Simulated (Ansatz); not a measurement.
The same adduct formation along the group O, S, Se.

Gas-phase electronic energies from Ansatz, PBE0-D4/def2-TZVP geometries. CCSD(T)/CBS is the MP2 limit (def2-TZVPP, def2-QZVPP) plus CCSD(T) − MP2 in def2-TZVPP, frozen cores. This one scheme is used for every species. DFT in def2-TZVPP. For Se outer-core shells are correlated without core-valence functions, which leaves a few kJ/mol of doubt a bond. Scalar relativity is left out up to krypton. Each species was taken in one conformer, which may not be the lowest.

```tsv
reaction	ωB97M-V (kcal/mol)
H₂O + `[F][Al]([F])[F]` → `[OH2+][Al-]([F])([F])[F]`	-32.6
H₂S + `[F][Al]([F])[F]` → `[F][Al-]([F])([F])[SH2+]`	-20.8
H₂Se + `[F][Al]([F])[F]` → `[F][Al-]([F])([F])[SeH2+]`	-19.4
```

Problem. Give the CCSD(T)/CBS values in the same order. (Estimate.)

Solution. The calculation gave: -31.4, -20.0, -19.2 kcal/mol.

Largest T1 diagnostic: 0.013, for `[F][Al]([F])[F]`.
